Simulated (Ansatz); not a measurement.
**Relative stability**

Two relaxed structures of NaHSeS, closed shell (PBE0-D4/def2-TZVP; forces vanish, vibrations not checked).

A:

```tsv
atom	x (Å)	y (Å)	z (Å)
Na1	-0.5106	1.8068	-0.3757
S2	-1.4722	-0.5399	0.6505
Se3	0.7581	-0.3605	0.4041
H4	-1.5964	-0.2327	1.9560
```

B:

Na1  (-0.643, 1.757, -0.648)
S2  (-1.167, -0.105, 0.966)
Se3  (0.968, -0.343, 0.398)
H4  (0.841, -1.308, -0.717)
(Å)

Ansatz 0.2.0; basis: def2-TZVPP; cores frozen in the correlated methods. Filled d shells of the heavier atoms are correlated. The outer core shell of Li, Na, Mg and K is correlated. The def2 sets are not built for correlating such inner shells, so the correlated values are less sure here. B3LYP uses VWN-RPA correlation.

Question: Which structure is lower at CCSD(T), and by how much? (Judge from chemistry; the value comes from the calculation.)

Answer: By the calculation: A, by 0.215 eV (electronic energy, against the other). By their contacts, A is NaHSeS ([Na]1[SH][Se]1) and B is NaHSeS ([Na]1[S][SeH]1).

All methods give the same order:

| method | E(B) − E(A) (eV) |
| --- | --- |
| PBE-D4 | 0.227 |
| r2SCAN-D4 | 0.235 |
| PBE0-D4 | 0.243 |
| B3LYP-D4 | 0.251 |
| wB97M-V | 0.259 |
| HF | 0.296 |
| MP2 | 0.221 |
| CCSD | 0.224 |
| CCSD(T) | 0.215 |

No T1 diagnostic of these runs exceeds 0.010.

Labels in which every atom is bracketed show which atoms are joined, not bond orders.

For scale, one of the runs: CCSD(T)/def2-TZVPP, 136 basis functions, launched by `ansatz run in.yaml --threads 2 --pin off --events-out ev --progress --plain --max-ram 4352MiB`. The run took 9.5 s on 2 CPU threads of an Intel Xeon 6975P-C (shared host), with 0.83 GiB of host memory at its peak.
